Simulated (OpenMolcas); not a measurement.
Multiplet structure of Zr2+

```json
{
 "Program": "OpenMolcas 26.06",
 "Method": "SS-CASPT2, IPEA 0.25 Eh, imaginary shift 0.1 Eh (closed shells correlated: 4s 4p)",
 "Basis": "ANO-RCC-VTZP [7s6p4d2f1g]",
 "Scalar Hamiltonian": "DKH2, point nucleus",
 "Active space": "2 electrons in 5 orbitals (4d)",
 "State averaging": "2S+1 = 3 even, 10 roots; 2S+1 = 1 even, 15 roots",
 "Spin-orbit coupling": "RASSI with atomic mean-field integrals over the reference wave functions, term energies averaged over their components"
}
```

With spin-orbit coupling, above the lowest level:

```
Configuration  Term  J  E (cm-1)  Measured (cm-1)      g  Term weight %
          4d2    3F  2       0.0              0.0  0.670             99
          4d2    3F  3       697              681  1.084            100
          4d2    3F  4      1511             1486  1.250            100
          4d2    1D  2      5470             5742  1.008             96
          4d2    3P  0      8550             8062                   100
          4d2    3P  1      8820             8326  1.501            100
          4d2    3P  2      9330             8838  1.489             98
          4d2    1G  4     11670            11049  1.000            100
          4d2    1S  0     24070            23979                   100
```

Against the 8 measured excited levels shown (Moore, Atomic Energy Levels, vol. II, NSRDS-NBS 35 (1971 reprint of NBS Circular 467, 1952); NIST levels as listed in Rynkun, Gaigalas and Jonsson, Astron. Astrophys. 637, A10 (2020)) the mean absolute deviation is 310 cm-1; the largest miss in energy is 4d2 1G4: computed 11670, measured 11049 cm-1 (+5.6 %).

Spin-orbit coupling puts the lowest level 904 cm-1 below the lowest spin-free term.

For 3F the intervals divided by the larger J are 232.3, 203.4 cm-1. Landé's interval rule makes them equal in pure LS coupling; they differ by 13 % of their mean. The multiplet is regular.

Term energies are means over components that CASPT2 splits; among the terms shown or strongly mixed into the levels shown the widest spread is 480 cm-1 (4d2 3F). Levels of configurations with an s electron are missing; early in the row they begin among the upper levels of the d shell and mix with terms of their name. Measured partners are found by configuration, term and J. A level has none where our copy of the source lacks it or the pairing is in doubt (some pairs that miss far off the trend of their configuration count as doubtful), and it then counts in no deviation. Only configurations of the active space appear.

The term weight is that of the spin-free term in the level, not the purity of its configuration.
